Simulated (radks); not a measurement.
The caesium ion Cs2+, configuration [Kr] 4d10 5s2 5p5. Calculated with a radial shooting solver on a logarithmic mesh with Libxc functionals: Dirac Kohn-Sham, PBE, spin-unpolarised, spherical densities, finite nucleus; open shells fill j = l - 1/2 first; Fermi nuclear charge, rms radius 4.8041 fm.

Radial electron density D(r) = 4 pi r^2 rho(r):

```
   r/bohr * D(r) (the largest magnitude, 91.3, reaches the edge; | marks zero)
 0.003232 |        *
 0.004276 |             *
 0.005703 |                   *
 0.007546 |                          *
 0.009984 |                                  *
  0.01321 |                                        *
  0.01748 |                                           *
  0.02331 |                                          *
  0.03085 |                                      *
  0.04081 |                                      *
    0.054 |                                             *
  0.07145 |                                                      *
  0.09454 |                                                     *
   0.1261 |                                           *
   0.1668 |                                        *
   0.2208 |                                               *
   0.2921 |                                       *
   0.3865 |                    *
   0.5113 |                *
    0.682 |                  *
   0.9024 |           *
    1.194 |     *
     1.58 |   *
     2.09 | *
    2.766 |*
    3.689 *
    4.881 *
    6.458 *
```

D(r) has 4 maxima, at r = 0.0183, 0.0806, 0.230, 0.650 bohr, and minima at 0.0356, 0.152, 0.476 bohr, inside which lie 2.02, 11.20, 28.94 electrons.
